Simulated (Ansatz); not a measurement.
The same molecule with X = B, Al, In. Ansatz, PBE0-D4/def2-TZVP geometries, multiplicity 2.

Elements past krypton have def2 core potentials. Scalar relativity is left out up to krypton.

| X | molecule | mean X–Br bond length / Å | mean X–H bond length / Å | size of the dipole moment (PBE/def2-TZVPP) / D | size of the dipole moment (B3LYP/def2-TZVPP) / D | size of the dipole moment (ωB97M-V/def2-TZVPP) / D |
| --- | --- | --- | --- | --- | --- | --- |
| B | `[BH]Br`• | 1.868 | 1.193 | 0.58 | 0.49 | 0.50 |
| Al | `[AlH][Br]`• | 2.275 | 1.602 | 1.33 | 1.54 | 1.72 |

Give the row for X = In, `[Br][InH]`•. (Best estimate.)

The calculation gave: 
```csv
X,molecule,mean X–Br bond length / Å,mean X–H bond length / Å,size of the dipole moment (PBE/def2-TZVPP) / D,size of the dipole moment (B3LYP/def2-TZVPP) / D,size of the dipole moment (ωB97M-V/def2-TZVPP) / D
In,`[Br][InH]`•,2.511,1.772,2.49,2.69,2.79
```

From B to In the mean X–Br bond length rises at each step, by 0.643 Å in all; the mean X–H bond length rises at each step, by 0.579 Å in all. Bonds lengthen as the atom grows down the group. Dipoles are sizes alone, and their direction can turn along the series.

B3LYP here is the variant with VWN-RPA as its local correlation; programs differ in this.
